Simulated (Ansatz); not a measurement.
One geometry of Li6O2, several levels of theory.

```yaml
crystal:
  periodic: [false, false, false]
  atoms:
    - {symbol: Li, position_ang: [-0.579375, 0.790233, -1.790609]}
    - {symbol: Li, position_ang: [0.462226, -2.002666, -0.649252]}
    - {symbol: Li, position_ang: [0.765004, 3.333750, -0.795155]}
    - {symbol: Li, position_ang: [0.321581, -2.106956, 2.182729]}
    - {symbol: Li, position_ang: [0.479061, 0.552398, 0.519945]}
    - {symbol: Li, position_ang: [-1.722093, -1.174284, 0.442109]}
    - {symbol: O, position_ang: [-0.015260, -1.166358, 0.805404]}
    - {symbol: O, position_ang: [0.288855, 1.773893, -0.715151]}
basis:
  gaussian: {orbitals: def2-TZVPD, initial_orbitals: start.molden}
hamiltonian: {xc: pbe, dispersion: d4}
scf: {omitted_lower_state_checks: [starts]}
output: {orbitals: {seedname: orbitals}}
```

The file start.molden holds the orbitals of an earlier run on this structure, at another level or in another basis.

```sh
$ ansatz run in.yaml --threads 4 --pin off --events-out ev --progress --plain --max-ram 3916MiB
```

Shortened log:

```
Functional definition: PBE
1358 factors; their error is unknown
mean field evaluation 1: about -5321.3704 eV, gradient 1.1e1 eV
mean field evaluation 2: about -5321.5637 eV, gradient 2.8e-1 eV
mean field evaluation 4: about -5321.5671 eV, gradient 5.7e-3 eV
mean field -5321.56705859 eV, -195.5639823154 hartree, gradient 1.7e-5 eV, S^2 0.000000; 0 other end points of the search recorded, 0 dependent functions left out
reference -5321.56711430 eV, -195.5639843627 hartree; 17, 17 occupied and 165, 165 virtual orbitals, 1358 factors
Total energy: -5321.64858879 eV, -195.5669784952 hartree
Checks for a lower state left out: starts
```

Run time 2 s (4 threads of Arm Neoverse V2 on a shared host).

First input, but with `gaussian: {orbitals: def2-TZVP, initial_orbitals: start.molden}`, `hamiltonian: {xc: {name: PBE-QIDH}}` and without the key `output` (abridged; 2.6 s):

```
Functional definition: PBE-QIDH
mean field -5313.76656599 eV, -195.2773194998 hartree, gradient 1.7e-6 eV, S^2 0.000000; unrestricted orbitals would lower it
2 core orbitals not correlated: weight in the atoms' cores, before any rotation towards them, 1.000 or more for the frozen orbitals, at most 0.000 for the correlated occupied ones
second order -23.36711403 eV of doubles, -0.00000000 eV of singles
Total energy: -5321.55561911 eV, -195.5635619223 hartree
Checks for a lower state left out: starts
```

The first input with `gaussian: {orbitals: def2-TZVP, initial_orbitals: start.molden}`, `hamiltonian: {xc: r2scan, dispersion: d4}` (abridged; 2.4 s):

```
Functional definition: r2SCAN
mean field -5326.47910451 eV, -195.7444966736 hartree, gradient 1.2e-5 eV, S^2 0.000000
Total energy: -5326.49891480 eV, -195.7452246884 hartree
Checks for a lower state left out: starts
```

The first input with `gaussian: {orbitals: 6-31G}`, `hamiltonian: {xc: hf}` (abridged; 0.3 s):

```
Functional definition: HF
mean field evaluation 16: about -5295.0099 eV, gradient 6.6e-5 eV
mean field -5295.00993280 eV, -194.5880259438 hartree, gradient 6.6e-5 eV, S^2 0.000000
Total energy: -5295.00993280 eV, -194.5880259438 hartree
Checks for a lower state left out: starts
```

As the first input, with `gaussian: {orbitals: def2-TZVP, initial_orbitals: start.molden}`, `hamiltonian: {xc: {text: "exchange = 0.90*pbe_x + 0.10*exact_x\ncorrelation = pbe_c"}}` (abridged; 1.3 s):

```
Functional definition: unnamed
mean field -5321.52384536 eV, -195.5623942586 hartree, gradient 9.8e-6 eV, S^2 0.000000
Total energy: -5321.52388794 eV, -195.5623958235 hartree
Checks for a lower state left out: starts
```

The first input with `gaussian: {orbitals: def2-TZVP, initial_orbitals: start.molden}`, `hamiltonian: {xc: {name: BLYP}, dispersion: d4}` (abridged; 1.2 s):

```
Functional definition: BLYP
mean field -5328.97911310 eV, -195.8363702947 hartree, gradient 2.0e-5 eV, S^2 0.000000
Total energy: -5329.15255696 eV, -195.8427442390 hartree
Checks for a lower state left out: starts
```

First input, but with `gaussian: {orbitals: 6-31G}`, `hamiltonian: {xc: {name: B3LYP}, dispersion: d4}` (abridged; 1 s):

```
Functional definition: B3LYP
mean field evaluation 16: about -5328.3566 eV, gradient 3.8e-3 eV
mean field -5328.35659141 eV, -195.8134930446 hartree, gradient 1.3e-5 eV, S^2 0.000000
Total energy: -5328.48935401 eV, -195.8183719801 hartree
Checks for a lower state left out: starts
```

Geometry: PBE0-D4/def2-TZVP.

B3LYP takes the VWN-RPA correlation. Correlated methods freeze 2 core orbitals; core or outer-core shells of Li are correlated, in sets that lack core-valence functions. The restricted singlet is unstable towards broken spin symmetry at other levels; at PBE-D4/def2-TZVPD, r2SCAN-D4/def2-TZVP, PBE with 10 % exact exchange/def2-TZVP, BLYP-D4/def2-TZVP and others this wasn't settled. At PBE-QIDH/def2-TZVP the restricted singlet (for correlated methods, its reference) is unstable: a solution with broken spin symmetry lies lower. The restricted singlet is unstable towards broken spin symmetry in Hartree–Fock (as tested in another run); at HF/6-31G this wasn't settled. The geometry of the singlet was relaxed on an unsound state (restricted singlet, unstable towards broken spin symmetry at other levels and untested here). The structure comes from a short search, and lower isomers may exist.
